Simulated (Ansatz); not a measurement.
Cost and result for the atomization energy of `S[CH]1C=[CH][AlH]1` (10 atoms, 10 bonds).

```xyz
10

S     1.116    1.721    0.854
C     0.203    0.734   -0.338
C     0.430   -0.764   -0.256
C    -0.664   -1.495    0.044
Al   -1.603    0.156    0.234
H     2.375    1.493    0.426
H     0.349    1.129   -1.345
H     1.429   -1.176   -0.428
H    -0.646   -2.575    0.123
H    -2.989    0.776    0.685
```

The species carries charge 0 and has multiplicity 1. All single points use the PBE0-D4/def2-TZVP geometry. It is one conformer, not always the lowest. Program: Ansatz. All runs use 4 threads of an Intel Xeon 6975P-C on a shared host. Times are those of one run each, without the atoms' runs, and a repeat can differ threefold. Electronic energies, without spin–orbit coupling; frozen cores. CCSD(T)/CBS adds CCSD(T) − MP2 in def2-TZVPP to the MP2 limit, and its time is that of the two runs behind it. T1 = 0.012. B3LYP takes the VWN-RPA correlation (the form of Gaussian; ORCA's B3LYP/G).

CCSD(T)/CBS is a level of theory with its own doubt, some kJ/mol a heavy atom from the limit and from the frozen cores, so smaller differences don't rank the functionals.

```tsv
level	functions	wall time	atomization (kcal/mol)	difference from CCSD(T)/CBS	per bond
PBE-D4/def2-TZVPP (with forces)	247	1.4 s	907.7	23.9	2.4
PBE0-D4/def2-TZVPP	247	1.7 s	892.7	8.9	0.9
r2SCAN-D4/def2-TZVPP (with forces)	247	2.4 s	890.2	6.4	0.6
B3LYP-D4/def2-TZVPP (with forces)	247	2.5 s	881.4	-2.4	-0.2
B2PLYP/def2-TZVPP	247	3 s	872.9	-10.9	-1.1
ωB97X-V/def2-TZVPP	247	3.9 s	888.0	4.2	0.4
ωB97M-V/def2-TZVPP (with forces)	247	6.5 s	889.5	5.7	0.6
MP2/def2-QZVPP	461	12 s	892.6	8.8	0.9
CCSD(T)/def2-TZVPP	247	28 s	859.7	-24.1	-2.4
CCSD(T)/CBS(def2)	–	40 s	883.8	0.0	0.0
```

The D4 term adds +9.5 kcal/mol with B3LYP and +4.9 kcal/mol with PBE0; it sums over pairs of atoms, weighted by their polarisabilities, and B3LYP, whose exchange is more repulsive, gets the larger term. From PBE to PBE0 (25 % exact exchange), in def2-TZVPP and without D4, the atomization energy moves by −14.0 kcal/mol: exact exchange takes away binding that semilocal exchange gives to molecules. In def2-TZVPP, CCSD(T) changes the Hartree–Fock value by +220.9 kcal/mol (the triples alone add +16.4 kcal/mol) and MP2 by +239.6 kcal/mol; breaking electron pairs costs correlation energy, which Hartree–Fock lacks.
